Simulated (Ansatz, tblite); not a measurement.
Spin states of GeC₂⁺, each relaxed with r2SCAN-D4/def2-TZVP in Ansatz. Electronic energies in the gas phase.

The xTB rows come from tblite. Correlated methods freeze 11 core orbitals; core or outer-core shells of Ge are correlated, in sets that lack core-valence functions. Another isomer (doublet) lies 0.02 eV lower at PBE-D4/def2-TZVP.

Doublet geometry (C∞v within 0.1 Å):

Cartesian coordinates in Å:
```
Ge 1.258 -1.064 -0.074
C -0.156 0.137 0.006
C -1.103 0.927 0.068
```

Quartet geometry (C∞v within 0.1 Å):

Cartesian coordinates in Å:
```
Ge -0.853 -0.007 1.524
C 0.107 0.001 -0.190
C 0.746 0.006 -1.333
```

⟨S²⟩: doublet 0.82 at PBE0-D4/def2-TZVP (pure 0.75), quartet 3.78 at PBE0-D4/def2-TZVP (pure 3.75).

Run but left out: HF/STO-3G, HF/def2-TZVP, HF/def2-TZVPP, PBE-QIDH/def2-TZVP, MP2/def2-TZVP, MP2/def2-TZVPP, CCSD/def2-TZVPP, CCSD(T)/def2-TZVPP (doublet: ⟨S²⟩ 1.03 to 1.43, where a pure state has 0.75).

Only these spin states were relaxed.

**Question.** Estimate which spin state lies lowest at each of these levels, and by how much: GFN1-xTB; GFN2-xTB; PBE-D4/def2-TZVP; revPBE-D4/def2-TZVP; r2SCAN-D4/def2-TZVP; r2SCANh-D4/def2-TZVP; PBE0-D4/def2-TZVP; CAM-B3LYP-D4/def2-TZVP; RPA@PBE/def2-TZVP.

**Answer.** 
| level | quartet − doublet (kcal/mol) | lowest of these | remarks |
| --- | --- | --- | --- |
| GFN1-xTB | 87.5 | doublet | – |
| GFN2-xTB | 88.5 | doublet | – |
| PBE-D4/def2-TZVP | 63.1 | doublet | – |
| revPBE-D4/def2-TZVP | 61.4 | doublet | – |
| r2SCAN-D4/def2-TZVP | 58.8 | doublet | spin-contaminated (⟨S²⟩ 0.83) (doublet) |
| r2SCANh-D4/def2-TZVP | 58.5 | doublet | spin-contaminated (⟨S²⟩ 0.85) (doublet) |
| PBE0-D4/def2-TZVP | 61.9 | doublet | – |
| CAM-B3LYP-D4/def2-TZVP | 64.7 | doublet | – |
| RPA@PBE/def2-TZVP | 62.3 | doublet | – |

Change of the quartet − doublet gap on mixing in exact exchange, in kcal/mol: PBE to PBE0 (25 % exact exchange) -1.2; r2SCAN to r2SCANh (10 % exact exchange) -0.3. The xTB methods have no term that favours high spin, so they put low spin too low.
